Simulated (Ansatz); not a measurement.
Ansatz (a program for electronic structure) input (RI-MP2/cc-pVTZ):
A basis named .json is the Basis Set Exchange file of that set.

Ansatz 0.2 input:
```yaml
crystal:
  periodic: [false, false, false]
  atoms:
    - {symbol: B, position_ang: [0.75463725, 0.20854978, 0.04226581]}
    - {symbol: N, position_ang: [-0.50761348, -0.14028287, -0.02843047]}
    - {symbol: H, position_ang: [1.87925560, 0.51934666, 0.10525356]}
    - {symbol: H, position_ang: [-1.28046013, 0.52232676, 0.05508646]}
    - {symbol: H, position_ang: [-0.81868737, -1.10244223, -0.17265575]}
basis:
  gaussian:
    orbitals: cc-pVTZ
    fitting: {mean_field: def2-universal-jkfit, correlation: cc-pVTZ-RIFIT.json}
total_charge: 1
magnetization: {spin_polarized: false}
correlation: {method: mp2, electrons: outside_noble_gas}
```

Output:

```
Functional definition: HF
integrals: 0.02 GiB planned
206 factors; integrals over basis functions are off by at most 9.0e-1 eV
252 factors; integrals over basis functions are off by at most 7.3e-1 eV
mean field: 0.12 GiB planned
mean field evaluation 1: about -2188.5938 eV, gradient 5.6e1 eV
mean field evaluation 2: about -2192.5566 eV, gradient 3.3e1 eV
mean field evaluation 4: about -2194.5359 eV, gradient 6.4e-1 eV
mean field evaluation 8: about -2194.5383 eV, gradient 2.9e-6 eV
mean field -2194.53828551 eV, -80.6477944810 hartree, gradient 2.9e-6 eV, S^2 0.000000; 0 other end points of the search recorded, 0 dependent functions left out
2 core orbitals not correlated
reference -2194.53828551 eV, -80.6477944810 hartree; 5, 5 occupied and 95, 95 virtual orbitals, 252 factors
second order -7.69339223 eV of doubles, -0.00000000 eV of singles
Total energy: -2202.23167774 eV, -80.9305214308 hartree
```

It need not be the lowest isomer of its formula.
